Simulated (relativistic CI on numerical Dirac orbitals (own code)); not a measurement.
# Sc²⁺: 3p photoemission

Computed with this model: Dirac-Coulomb-Breit CI, orbitals from a KLI potential per configuration, model QED (radiative potential, 1s self-energy scaled to tabulated hydrogen-like ionisation energies), valence Slater integrals scaled by 0.7, multiplet model of photoemission in the sudden approximation; configurations [Ar] 3d → [Ne] 3s2 3p5 3d; 300 K; Lorentzian 0.8 eV and Gaussian 0.6 eV FWHM. Energies are those of the free ion, without screening or charge transfer. The energies are binding energies and can lie tens of eV above those of solids. S is read from ⟨S²⟩ = S(S + 1).

Field parameters in Wybourne normalisation: D3d B²₀ = −7Dσ, B⁴₀ = −14Dq − 21Dτ, B⁴₃ = −14√(10/7) Dq. The field is a parameter set, without covalency.

free ion: ground-state S = 0.50, centroid 56.21 eV. Peaks (eV, height): 55.1 (90), 56.8 (100), 65.4 (12).

D3d, 10Dq = 15600, Dσ = -1200, Dτ = 180 cm⁻¹: ground-state S = 0.50, centroid 56.21 eV. Peaks (eV, height): 55.2 (100), 56.9 (90), 66.3 (11).

D3d, 10Dq = 15600, Dσ = -240, Dτ = 180 cm⁻¹: ground-state S = 0.50, centroid 56.21 eV. Peaks (eV, height): 54.6 (95), 55.3 (98), 56.8 (100), 66.3 (11).

D3d, 10Dq = 15600, Dσ = 720, Dτ = 180 cm⁻¹: ground-state S = 0.50, centroid 56.21 eV. Peaks (eV, height): 54.7 (100), 55.4 (95), 57.0 (87), 66.5 (10).

D3d, 10Dq = 15600, Dσ = 1200, Dτ = 180 cm⁻¹: ground-state S = 0.50, centroid 56.21 eV. Peaks (eV, height): 54.7 (100), 57.1 (79), 66.6 (9).

Strongest unbroadened transitions for D3d, 10Dq = 15600, Dσ = 1200, Dτ = 180 cm⁻¹:

| Energy (eV) | Relative strength |
| --- | --- |
| 54.41 | 48.2 |
| 54.43 | 99.4 |
| 54.77 | 13.3 |
| 54.82 | 15.4 |
| 54.84 | 39.3 |
| 54.85 | 49.7 |
| 55.41 | 20.3 |
| 55.56 | 45.2 |
| 55.64 | 49.5 |
| 55.66 | 28.3 |
| 55.78 | 27.3 |
| 56.94 | 100.0 |
| 57.26 | 13.7 |
| 57.29 | 35.0 |
| 57.33 | 13.1 |
| 57.35 | 15.2 |
| 58.47 | 10.6 |
| 66.50 | 18.3 |
